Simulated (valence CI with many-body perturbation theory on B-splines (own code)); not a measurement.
## Level structure of Ni4+

Computed by configuration interaction combined with many-body perturbation theory (CI+MBPT): six valence electrons over a frozen Dirac-Fock core [Ar], a basis of 7 s, 7 p, 8 d, 6 f, 4 g, 1 h functions for each j, with the one-electron correlation potential Σ1, the two-electron term Σ2, the three-electron term Σ3, Breit, model QED; selected CI, second order for the rest, scaled by the run's own slope (own B-spline code, finite nucleus).

Against 30 measured levels this calculation errs by 540 cm⁻¹ on average and by 1815 at most. Among the levels kept, up to 800 cm⁻¹ of a level comes from second order outside the variational space, and about a tenth of that is noise between levels of different J, which matters for small intervals. Only levels of the ground parity were solved; by the run's estimate the other parity begins above the list, which can be wrong where configurations are misplaced.

Levels 1 to 31 of 31, with energies above the lowest level, 3d6 5D_4. "Leading %" is the weight of the configuration and term that name the level; weights of strongly mixed levels are sums over their largest components and can fall short. In the jj column 3d3/2^4 stands for four electrons in 3d with j = 3/2.

```tsv
No.	Configuration	Term	J	E (cm⁻¹)	Leading %	Second component	Leading jj
1	3d6	5D	4	0.0	99		3d3/2^3 3d5/2^3 (47 %)
2	3d6	5D	3	861	99		3d3/2^3 3d5/2^3 (51 %)
3	3d6	5D	2	1459	99		3d3/2^2 3d5/2^4 (63 %)
4	3d6	5D	1	1843	98		3d3/2^3 3d5/2^3 (42 %)
5	3d6	5D	0	2051	98		3d3/2^2 3d5/2^4 (69 %)
6	3d6	3H	6	25928	98		3d3/2^3 3d5/2^3 (66 %)
7	3d6	3H	5	26381	96		3d3/2^3 3d5/2^3 (51 %)
8	3d6	3P	2	26436	98		3d3/2^4 3d5/2^2 (35 %)
9	3d6	3H	4	26670	93		3d3/2^3 3d5/2^3 (33 %)
10	3d6	3F	4	28720	90	4 % 3d6 3G	3d3/2^2 3d5/2^4 (50 %)
11	3d6	3P	1	28910	98		3d3/2 3d5/2^5 (53 %)
12	3d6	3F	3	29197	94	4 % 3d6 3G	3d3/2^3 3d5/2^3 (56 %)
13	3d6	3F	2	29552	98		3d3/2^2 3d5/2^4 (46 %)
14	3d6	3P	0	29865	97		3d5/2^6 (52 %)
15	3d6	3G	5	32388	96		3d3/2^2 3d5/2^4 (51 %)
16	3d6	3G	4	33169	92	5 % 3d6 3F	3d3/2^2 3d5/2^4 (37 %)
17	3d6	3G	3	33517	94	4 % 3d6 3F	3d3/2^2 3d5/2^4 (59 %)
18	3d6	1I	6	39437	98		3d3/2^2 3d5/2^4 (66 %)
19	3d6	3D	2	41267	96		3d3/2^2 3d5/2^4 (42 %)
20	3d6	3D	1	41337	98		3d3/2^2 3d5/2^4 (52 %)
21	3d6	1G	4	41429	97		3d3/2^2 3d5/2^4 (43 %)
22	3d6	3D	3	41517	98		3d3/2^3 3d5/2^3 (54 %)
23	3d6	1S	0	47895	97		3d3/2^2 3d5/2^4 (30 %)
24	3d6	1D	2	48414	96		3d3/2 3d5/2^5 (30 %)
25	3d6	1F	3	57172	97		3d3/2^3 3d5/2^3 (65 %)
26	3d6	3P	0	66519	98		3d3/2^4 3d5/2^2 (52 %)
27	3d6	3P	1	67259	98		3d3/2^3 3d5/2^3 (80 %)
28	3d6	3F	2	67879	98		3d3/2^2 3d5/2^4 (63 %)
29	3d6	3F	4	67939	98		3d3/2^2 3d5/2^4 (65 %)
30	3d6	3F	3	68071	97		3d3/2^3 3d5/2^3 (53 %)
31	3d6	3P	2	68810	98		3d3/2^2 3d5/2^4 (55 %)
```

The ionisation energy to 3d5 6S_5/2 of the next ion comes out as 74.569 eV (NIST: 76.06 ± 0.06 eV (semi-empirical), further off than twice its uncertainty). All 31 levels together are meant to be complete up to 69665 cm⁻¹.
